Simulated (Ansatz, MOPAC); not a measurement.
Species: C5H11O, charge 1, multiplicity 1. SMILES: CCCC(C)=[OH+]

Atoms: C1, C2, C3, C4, O5, C6, H7, H8, H9, H10, H11, H12, H13, H14, H15, H16, H17. Bonds: C1-C2, C1-H7, C1-H8, C1-H9, C2-C3, C2-H10, C2-H11, C3-C4, C3-H12, C3-H13, C4-O5, C4-C6, O5-H17, C6-H14, C6-H15, C6-H16.

Bond lengths (Å) and angles (degrees) optimised at PM6 with MOPAC; PBE/6-31G* with Ansatz (a quantum-chemistry and plane-wave program); B3LYP/LANL2DZ with Ansatz; B3LYP/6-31G* with Ansatz, each started from the B3LYP-D3(BJ)/def2-TZVP structure (Ansatz) of the last column. A row stands for all coordinates that are equal there; 13 of 38 kinds are shown. 6-31G* holds six Cartesian d functions. No wavenumbers were computed at PBE/6-31G*, B3LYP/LANL2DZ, so these may be saddle points.

```tsv
coordinate	PM6	PBE/6-31G*	B3LYP/LANL2DZ	B3LYP/6-31G*	B3LYP-D3(BJ)/def2-TZVP
C1-C2	1.520	1.533	1.541	1.532	1.526
C1-H7	1.098 to 1.111	1.104	1.097	1.096	1.092
C1-H9	1.103 to 1.116	1.101	1.096 to 1.104	1.094	1.089
C2-C3	1.542	1.536	1.598	1.537	1.528
C2-H10	1.111	1.104	1.096	1.095	1.091
C3-C4	1.471	1.473	1.472	1.475	1.466
C3-H12	1.127	1.118	1.094	1.109	1.106
C3-H13	1.125	1.111	1.095	1.101	1.097
C1-C2-C3	110.9	111.2	109.5	111.1	111.1
C2-C3-C4	115.1	118.1	109.1	117.6	117.7
C3-C4-O5	114.7	116.0	115.4	116.4	116.8
C3-C4-C6	124.0	123.0	123.7	122.7	122.4
O5-C4-C6	121.3	121.0	121.0	120.9	120.8
```

A range marks coordinates that this level makes unequal.

Mean signed difference of all 16 bond lengths from B3LYP-D3(BJ)/def2-TZVP: PM6 0.016 Å, PBE/6-31G* 0.012 Å, B3LYP/LANL2DZ 0.012 Å, B3LYP/6-31G* 0.005 Å.
